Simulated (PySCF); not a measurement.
Molecule: `CC#C[SiH2]N[SiH3]`, C$_{3}$H$_{9}$NSi$_{2}$.

Numbering as in the mapped SMILES `[CH3:1][C:2]#[C:3][SiH2:4][NH:5][SiH3:6]`. Each H is labelled by its parent atom.

Geometry PBE0-D3(BJ)/def2-SVP throughout; GIAO in PySCF 2.14, gas phase, one conformer, non-relativistic; equivalent atoms averaged; functional PBE0.

For orientation, 6-31G gives these shifts δ (against TMS, NH3 at the same level): C2 104.0, C3 78.5, C1 6.8, Si6 -22.3, Si4 -27.8, N5 -16.6, H(Si4) 4.82, H(Si6) 4.70, H(C1) 1.96 ppm.

A run gave: C2 104.4, C3 79.1, C1 4.6, Si6 -54.1, Si4 -67.4, N5 6.5, H(Si4) 4.77, H(Si6) 4.73, H(C1) 1.70 ppm (shifts δ (against TMS, NH3 at the same level)).

Task: Which basis set was used in that run?
A. 6-311+G(2d,p)
B. pcSseg-1
C. def2-TZVP
D. STO-3G
E. def2-SVP

Result: E. C2 tells them apart best: def2-SVP gives 104.4, def2-TZVP gives 111.0, 6-311+G(2d,p) gives 111.0, STO-3G gives 82.1, pcSseg-1 gives 112.0 ppm.
